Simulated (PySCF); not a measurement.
Electron correlation in Cl²⁺ (chlorine, charge +2)

[Ne] 3s2 3p2 4s1, high-spin 4P determinant (an excited configuration). Calculation: PySCF 2.14, in aug-cc-pV(D+d)Z; the non-relativistic Hamiltonian (point nucleus). Frozen: [Ne]; 5 electrons correlated.

| level | correlation energy (mhartree) |
| --- | --- |
| CCSD | -98.28 |
| (T) | -2.07 |
| CCSD(T) | -100.35 |

Diagnostics: T1 = 0.050, D1 = 0.1592, largest double amplitude 0.102.

The outer electron is Rydberg-like, and this basis confines it to a smaller radius and binds it less than a complete one would. T1 exceeds 0.03, a sign that the reference determinant is poor.

Cost of the coupled-cluster step: of the order of 0.6 core-seconds, for 5 correlated electrons.
